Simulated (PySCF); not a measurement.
## Two-component Hartree-Fock for Br²⁵⁺ (bromine, charge +25)

Start: [Ne]. Calculated with PySCF 2.14 in an uncontracted even-tempered set (18 s from 7.8 bohr⁻², ratio 2.4; 12 p from 10 bohr⁻², ratio 2.4; 5 d from 43 bohr⁻², ratio 2.6; 5 f from 64 bohr⁻², ratio 2.6): generalised Hartree-Fock with the X2C-1e Hamiltonian and a Gaussian nucleus; one run each with spin-orbit coupling (SO) switched off, then screened by Boettger's factors.

```tsv
spinor shell	electrons	ε, spin-free (eV)	ε, screened SO (eV)	weight of nominal j (screened SO)	rms radius, screened SO (bohr)
1s1/2	2	-14762.5	-14762.2	1.000	0.0492
2s1/2	2	-2957.0	-2956.9	1.000	0.201
2p1/2	2	-2748.2	-2782.1	1.000	0.176
2p3/2	4	-2748.2	-2731.9	1.000	0.179
```

```
   quantity    spin-free  screened SO
E (hartree)  -2188.82312  -2188.95093
        M_J            0            0
       ⟨J²⟩        0.000        0.000
       ⟨L²⟩        0.000        0.001
       ⟨S²⟩        0.000        0.001
```

Without spin-orbit coupling the j labels of p, d and f shells carry no meaning; the spin-free column gives the mean over the occupied spinors of each nl shell.
